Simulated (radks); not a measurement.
Problem. Radial electron density D(r) = 4 pi r^2 rho(r) of an atom or ion with 16 electrons. Method: Dirac Kohn-Sham, PBE, spin-unpolarised, spherical densities, finite nucleus; Fermi nuclear charge, rms radius of each element as measured or else 0.836 A^(1/3) + 0.57 fm; computed with a radial shooting solver on a logarithmic mesh with Libxc functionals.

r (bohr)  D(r) (e/bohr)
0.009485          2.298
0.01078           2.843
0.01215           3.453
0.0137            4.171
0.01558           5.066
0.01756           6.035
0.0198            7.131
0.0225            8.437
0.02537           9.774
0.02884           11.29
0.03252           12.75
0.03666           14.20
0.04167           15.64
0.04698           16.81
0.05297           17.71
0.0602            18.28
0.06788           18.37
0.07653           18.02
0.08698           17.17
0.09807           16.05
0.1115            14.67
0.1257            13.44
0.1417            12.52
0.161             12.08
0.1816            12.31
0.2047            13.15
0.2327            14.53
0.2624            15.96
0.2982            17.19
0.3362            17.68
0.3791            17.28
0.4308            15.79
0.4858            13.57
0.5477            10.89
0.6225            8.008
0.7018            5.714
0.7913            4.088
0.8994            3.170
1.014             2.957
1.153             3.146
1.299             3.417
1.465             3.553
1.665             3.424
1.878             3.045
2.117             2.497
2.406             1.851
2.713             1.290
3.059            0.8313
3.476            0.4780
3.919            0.2624
4.455            0.1262
5.023           0.05766
5.663           0.02362
6.436          0.007932
7.257          0.002460

What is the nuclear charge?

Solution. Z = 16. The innermost maximum, from 1s, lies near gamma/Z bohr with gamma = sqrt(1 - (Z/c)^2) = 0.993, here 0.0621 bohr (found: 0.0657), and its height grows with Z. The density is that of neutral sulfur in [Ne] 3s2 3p4; the configuration itself is not fixed sharply by these data, and Z only to about a unit. D(r) has 3 maxima, at r = 0.0657, 0.339, 1.48 bohr, and minima at 0.164, 1.01 bohr, inside which lie 2.18, 10.35 electrons.
